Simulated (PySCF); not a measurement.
## Co: excitation energy

Co [Ar] 3d7 4s2 (4F) → Co [Ar] 3d6 4s2 4p1 (high-spin determinant), as a difference of total energies. Calculation: PySCF 2.14, in ANO-RCC-VTZP (6s5p3d2f1g, 59 functions); the spin-free X2C one-electron Hamiltonian (Gaussian nucleus). Correlated levels: valence: [Ar] frozen; valence and next inner shell: [Ne] frozen. The calculations carry no spin-orbit coupling.

| method | excitation energy (eV) |
| --- | --- |
| UHF | 5.537 |
| LDA | 7.793 |
| PBE | 7.703 |
| PBE0 | 7.292 |
| r2SCAN | 7.466 |
| wB97X | 7.492 |
| PBEsol | 7.645 |
| BHandHLYP | 7.078 |
| MP2 (valence) | 7.243 |
| SCS-MP2 (valence) | 7.321 |
| MP2 (valence and next inner shell) | 7.410 |
| SCS-MP2 (valence and next inner shell) | 7.341 |

How much does correlation contribute at MP2 (valence and next inner shell)?

7.410 − (5.537) = 1.873 eV, measured against UHF.

A first-order spin-orbit estimate (lowest level to lowest level, LS coupling) adds 0.055 eV.

The basis was made for the ground configuration and has no added diffuse functions, so the excitation energy can come out too high.

The determinant of the upper state mixes LS terms, which raises its energy above the lowest term, most at the Hartree-Fock and MP2 levels.
